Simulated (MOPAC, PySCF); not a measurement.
CHBO2, SMILES `O=C=BO` (C–B–O–H torsion 180°), neutral singlet in the gas phase. 

Cartesian coordinates (Å):
```xyz
5

O      2.3810     0.0898    -0.0342
C      1.2450    -0.0756    -0.1852
B     -0.2043     0.2202     0.3139
O     -1.3043    -0.2570    -0.2649
H     -2.1174     0.0227     0.1704
```
Charge 0, multiplicity 1.

All levels are single points at this geometry (B3LYP-D3(BJ)/def2-TZVP); Pople sets use spherical d functions. Orbital energies aren't observables, and empty levels follow the basis.

AM1 in MOPAC gives dipole (D) = 1.50.

### Question
Estimate the dipole (D) from each of these levels: ωB97X-D3(BJ)/def2-TZVP in PySCF; B3LYP/6-311+G** in PySCF; B3LYP/6-31G* in PySCF; BP86/6-31G* in PySCF; M06-2X/6-31G* in PySCF; PBE/6-31G* in PySCF; SVWN5/6-31G* in PySCF; HF/3-21G in PySCF; HF/STO-3G in PySCF; PM3 in MOPAC; PM6 in MOPAC; PM7 in MOPAC.

### Answer

```tsv
level	dipole (D)
ωB97X-D3(BJ)/def2-TZVP in PySCF	2.39
B3LYP/6-311+G** in PySCF	2.50
B3LYP/6-31G* in PySCF	2.61
BP86/6-31G* in PySCF	2.58
M06-2X/6-31G* in PySCF	2.62
PBE/6-31G* in PySCF	2.56
SVWN5/6-31G* in PySCF	2.68
HF/3-21G in PySCF	2.71
HF/STO-3G in PySCF	2.10
PM3 in MOPAC	1.32
PM6 in MOPAC	1.87
PM7 in MOPAC	1.00
```
